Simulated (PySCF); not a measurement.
`C[C@H]1[GeH2][CH2]C[C@H]1F`, C$_{5}$H$_{11}$FGe

Geometry (Å), atoms numbered from 1 in this order:
```xyz
18

C     2.2790    0.1993    0.0105
C     0.8413   -0.1017    0.4012
Ge   -0.4256    1.4355    0.4559
C    -1.9548    0.3015   -0.1131
C    -1.3470   -1.0999   -0.2408
C     0.1186   -0.9549   -0.6324
F     0.1592   -0.2544   -1.8345
H     2.3056    0.7106   -0.9493
H     2.8613   -0.7187   -0.0699
H     2.7455    0.8410    0.7554
H     0.8263   -0.6433    1.3510
H    -0.0634    2.5161   -0.5191
H    -0.5706    2.0814    1.8106
H    -2.7963    0.3033    0.5766
H    -2.3234    0.6340   -1.0824
H    -1.3879   -1.6299    0.7120
H    -1.8789   -1.6937   -0.9858
H     0.6025   -1.9200   -0.8241
```

The calculation used TDDFT B3LYP/def2-SVPD circular dichroism and optical rotation, one conformer, gas phase in PySCF 2.14.0. Geometry: GFN2-xTB.

The calculation is non-relativistic, which matters for the atoms heavier than Zn. States above about 7.5 eV (minus the energy of the highest occupied orbital) lie near or above the ionisation threshold and depend on the basis.

Stereocentres: C2 R, C6 R.

(1) What is the specific rotation at 633, 589.3, 546, 436, 405, 365, 355 nm?

(2) And for the mirror image at 589.3 nm?

(3) What is the molar rotation [Φ] = [α]·M/100 of the geometry above at 589.3 nm?

Results:

(1) [α] in deg dm⁻¹ (g/mL)⁻¹:
| λ (nm) | origin-invariant length gauge | modified velocity gauge | length gauge (centre of mass) | isotropic polarisability (au) |
| --- | --- | --- | --- | --- |
| 633 | +6.5 | +7.4 | +6.8 | 90.4 |
| 589.3 | +8.0 | +9.0 | +8.4 | 90.8 |
| 546 | +10.1 | +11.2 | +10.5 | 91.2 |
| 436 | +21.2 | +22.6 | +22.0 | 93.0 |
| 405 | +27.7 | +29.1 | +28.7 | 93.8 |
| 365 | +41.6 | +42.7 | +42.8 | 95.2 |
| 355 | +46.6 | +47.6 | +47.9 | 95.7 |

(2) -8.0 deg dm⁻¹ (g/mL)⁻¹ (origin-invariant length gauge): the same size and the opposite sign.

(3) With M = 162.77 g/mol, +13.0 deg cm² dmol⁻¹ (origin-invariant length gauge).

The first excitation lies at 6.85 eV (181 nm) with R = +2.0 × 10⁻⁴⁰ esu² cm² (velocity form).
